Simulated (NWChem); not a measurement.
System: BeNH3; SMILES [BeH][NH2]

The following NWChem deck was run.

```
start job
memory heap 200 mb stack 900 mb global 1100 mb
geometry units angstroms noautoz
  Be    -0.000985    -0.943254     0.000000
  H     -0.003746    -2.278947     0.000000
  N     -0.000199     0.560661     0.000000
  H     -0.000238     1.152811    -0.824568
  H     -0.000238     1.152811     0.824568
end
basis spherical
  Be library def2-svp
  H library def2-svp
  N library def2-svp
end
dft
  xc b3lyp
  iterations 150
  mulliken
end
task dft energy
```

All runs use the structure optimised with PBE0/def2-SVP.

Problem. What results follow from this input? (B3LYP/def2-SVP.) Quantities: basis functions; energy (Ha); highest occupied level (eV); orbital gap (eV); dipole (D).

Solution. 
* **number of basis functions**: 38
* **energy (Ha)**: -71.28
* **highest occupied level (eV)**: -7.07
* **orbital gap (eV)**: 6.89
* **dipole (D)**: 1.90
